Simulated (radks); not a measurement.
Results of a calculation; reference values are marked as such.
All-electron atom: Pb3+ in [Xe] 4f14 5d10 6s1.

Code: a radial shooting solver on a logarithmic mesh with Libxc functionals. Model: scalar-relativistic Kohn-Sham, LDA (Slater exchange, Perdew-Wang correlation), spin-polarised, spherical densities, finite nucleus; open shells are filled with parallel spins first (spin-orbit coupling, left out, can overturn this in heavy ions); Fermi nuclear charge, rms radius 5.5012 fm.

Energy parts (eV):
part                       energy
total                  -567708.77
kinetic                 641016.08
electron-nucleus      -1414967.75
Hartree                 216429.52
exchange-correlation    -10186.61

Orbitals (lengths in bohr, moments of r in powers of bohr; <r^-3> diverges for s and p1/2; r(90%) holds 90 % of the orbital's charge):
orbital,occ.,eigenvalue (eV),<r^-3>,r(90%),<1/r>
1s up,1,-88034.16,-,0.0294,101.2
1s down,1,-88034.12,-,0.0294,101.2
2s up,1,-15772.58,-,0.105,23.77
2s down,1,-15772.57,-,0.105,23.77
2p up,3,-13545.22,29530,0.100,20.90
2p down,3,-13545.20,29530,0.100,20.90
3s up,1,-3807.977,-,0.256,8.810
3s down,1,-3807.958,-,0.256,8.810
3p up,3,-3168.963,6849,0.264,7.976
3p down,3,-3168.944,6849,0.264,7.976
3d up,5,-2514.278,832.4,0.248,7.487
3d down,5,-2514.261,832.4,0.248,7.487
4s up,1,-883.6819,-,0.551,3.797
4s down,1,-883.6523,-,0.551,3.797
4p up,3,-674.0856,1687,0.594,3.413
4p down,3,-674.0523,1687,0.594,3.413
4d up,5,-430.8946,181.2,0.642,3.069
4d down,5,-430.8573,181.2,0.642,3.069
5s up,1,-173.1538,-,1.21,1.602
5s down,1,-173.0766,-,1.21,1.602
4f up,7,-162.1931,36.74,0.721,2.676
4f down,7,-162.1527,36.74,0.720,2.676
5p up,3,-114.8040,316.5,1.41,1.369
5p down,3,-114.6834,317.1,1.41,1.371
5d up,5,-49.8458,21.83,1.93,1.022
5d down,5,-49.5057,22.10,1.91,1.027
6s up,1,-38.3632,-,2.97,0.6127
6s down,0,-37.4725,-,2.98,0.6141

The highest occupied level is 6s up at -38.363 eV. The electron density at the nucleus is 2.943e+06 e/bohr^3 (large components only).
